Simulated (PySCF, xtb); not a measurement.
C2H6STe, SMILES CS[Te]C.

GFN2-xTB run with xtb at its own geometry gives an orbital gap of 3.62 eV and a dipole moment of 2.55 D.

Geometry optimised at B3LYP-D3(BJ)/def2-SVP. The def2 effective core potentials stand for the cores of Te; spin–orbit coupling is left out. The values are those of a single conformer.

### Question
What does PBE/def2-TZVP (PySCF) give? (Estimate from the structure and the level; the computed values follow.)

### Answer
gap 2.85 eV (levels -5.11 and -2.25 eV), dipole 1.80 D.
